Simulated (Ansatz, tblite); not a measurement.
Removing and adding an electron: the cluster AgSe₂ (the lowest doublet isomer of a short search). Total charge 0; doublet. Geometry: B3LYP-D4/def2-TZVP. Ansatz, gas phase; energy differences of separate SCF runs; the oxidised species is a triplet (the singlet lies 0.52 eV higher at PBE0-D4/def2-TZVP); the reduced species is a singlet (the triplet lies 0.21 eV higher at PBE0-D4/def2-TZVPD).

```xyz
3

Ag   -0.640    1.206    1.467
Se   -0.094   -1.616   -1.010
Se    0.734    0.410   -0.456
```

In the def2 sets Ag takes a core potential; there is no spin–orbit coupling. The xTB rows come from tblite. The structure comes from a short search, and lower isomers may exist.

(1) Estimate orbital energies and vertical ionisation energies and electron affinities at: GFN1-xTB; GFN2-xTB; PBE-D4/def2-TZVP; PBE-D4/def2-TZVPD; r2SCAN-D4/def2-TZVP; r2SCAN-D4/def2-TZVPD; PBE0-D4/def2-TZVP; PBE0-D4/def2-TZVPD.

Results:

(1) 
```
               level  −HOMO (eV)  vertical IE (eV)  −LUMO (eV)  vertical EA (eV)  HOMO–LUMO gap (eV)  IE − EA (eV)                                                                  remarks
            GFN1-xTB           –             12.66           –              4.95                   –          7.71                                                                        –
            GFN2-xTB           –             12.59           –              7.09                   –          5.50                                                                        –
    PBE-D4/def2-TZVP        5.01              7.65        4.29                 –                0.72             –                                                                        –
   PBE-D4/def2-TZVPD        5.04                 –        4.33              1.88                0.71             –  HOMO above zero (-1 singlet), restricted singlet, untested (-1 singlet)
 r2SCAN-D4/def2-TZVP        5.09              7.61        4.08                 –                1.01             –                                                                        –
r2SCAN-D4/def2-TZVPD        5.11                 –        4.11              1.84                1.00             –  HOMO above zero (-1 singlet), restricted singlet, untested (-1 singlet)
   PBE0-D4/def2-TZVP        5.69              7.53        3.26                 –                2.43             –                                                                        –
  PBE0-D4/def2-TZVPD        5.72                 –        3.30              1.75                2.42             –                                restricted singlet, untested (-1 singlet)
```

   A HOMO above zero means that the electron is unbound at that level or that self-interaction error raises the level; the energy of removing that electron tells which. HOMO and LUMO are the levels of the spin that leaves or enters (xTB has no such levels and no spin-polarisation term). Other spin states of the ions may lie lower, which would lower the ionisation energy or raise the affinity. Raw xTB energy differences between charge states are shifted by several eV; the methods need an empirical correction for them.
